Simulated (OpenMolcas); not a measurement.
# Ne III: effect of the active space

| Quantity | Value |
| --- | --- |
| Program | OpenMolcas 26.06 |
| Method | SS-CASPT2 or its RAS form, IPEA 0.25 Eh, imaginary shift 0.1 Eh |
| Basis | ANO-RCC-VTZP |
| Scalar Hamiltonian | DKH2, point nucleus |
| Spin-orbit coupling | state interaction with AMFI integrals over the reference wave functions, term energies averaged over their components |

A. 4 electrons in 3 orbitals (2p); 2S+1 = 3 even, 3 roots; 2S+1 = 1 even, 6 roots; closed shells correlated: 1s 2s; CASPT2 step roughly 0.9 core-seconds
B. 6 electrons in 4 orbitals (2s 2p); 2S+1 = 3 even, 3 roots; 2S+1 = 1 even, 6 roots; 2S+1 = 3 odd, 3 roots; 2S+1 = 1 odd, 3 roots; closed shells correlated: 1s; CASPT2 step about 1.8 core-seconds
C. 6 electrons in 8 orbitals (2s 2p 3s 3p); 2S+1 = 3 even, 3 roots; 2S+1 = 1 even, 6 roots; 2S+1 = 3 odd, 3 roots; 2S+1 = 1 odd, 3 roots; closed shells correlated: 1s; CASPT2 step of the order of 6 core-seconds
D. 6 electrons in 9 orbitals (RAS2 2s 2p; RAS3 3d, at most 2 electrons); 2S+1 = 3 even, 3 roots; 2S+1 = 1 even, 6 roots; 2S+1 = 3 odd, 3 roots; 2S+1 = 1 odd, 3 roots; closed shells correlated: 1s; CASPT2 step roughly 9 core-seconds

Energies in cm⁻¹ above 2s² 2p⁴ ³P₂, the measured ground level; measured values from Moore, Atomic Energy Levels, vol. I, NSRDS-NBS 35 (1971 reprint of NBS Circular 467, 1949).

| Level | A | B | C | D | Measured |
| --- | --- | --- | --- | --- | --- |
| 2s² 2p⁴ ³P₂ | 0.0 | 0.0 | 0.0 | 0.0 | 0.0 |
| 2s² 2p⁴ ³P₁ | 601 | 601 | 583 | 598 | 650 |
| 2s² 2p⁴ ³P₀ | 886 | 886 | 858 | 881 | 927 |
| 2s² 2p⁴ ¹D₂ | 26220 | 26250 | 26520 | 26290 | 25841 |
| 2s² 2p⁴ ¹S₀ | 58770 | 55840 | 56220 | 56340 | 55747 |

Deviations, from unrounded energies. A percentage is the sum of absolute deviations over the sum of measured energies, with the sign that they share, or ± where signs differ.

| Against measurement | Levels | A | B | C | D |
| --- | --- | --- | --- | --- | --- |
| mean absolute deviation (cm-1) | 4 | 870 | 150 | 320 | 290 |
| fine structure of the ground term (%) | 2 | -5.7 | -5.7 | -8.6 | -6.2 |
| other terms of the ground configuration (%) | 2 | +4.2 | +0.6 | +1.4 | +1.3 |

B lies closest to measurement on these levels and A furthest from it. The largest miss of B in the table is 2s² 2p⁴ ¹D₂, by +410 cm-1. The ranking rests on the paired levels alone, and a cruder setting can come out closer through cancelling errors.

Among A to D the level of the table that moves most is 2s² 2p⁴ ¹S₀, by 2900 cm-1 (lowest in B, highest in A). Moves below CASPT2's spread within the term are not significant.

Term energies are means over components that CASPT2 splits; among the terms shown or strongly mixed into the levels shown the widest spread is 61 cm-1 (2s² 2p⁴ ¹D, B). With the s shell closed, the reference lacks s² → p² mixing (holds for A). Active for correlation alone: 3p 3s; no level in the range computed is led by a configuration that fills them, so any true level of that kind is missing (holds for C). Active for correlation alone: 3d; no level in the range computed is led by a configuration that fills it, so any true level of that kind is missing (holds for D). Measured partners are found by configuration, term and J. A level has none where our copy of the source lacks it or the pairing is in doubt (some pairs that miss far off the trend of their configuration count as doubtful), and it then counts in no deviation. Levels of configurations outside the active space are missing. Levels that lie high or do not pair safely by name in every column are left out.
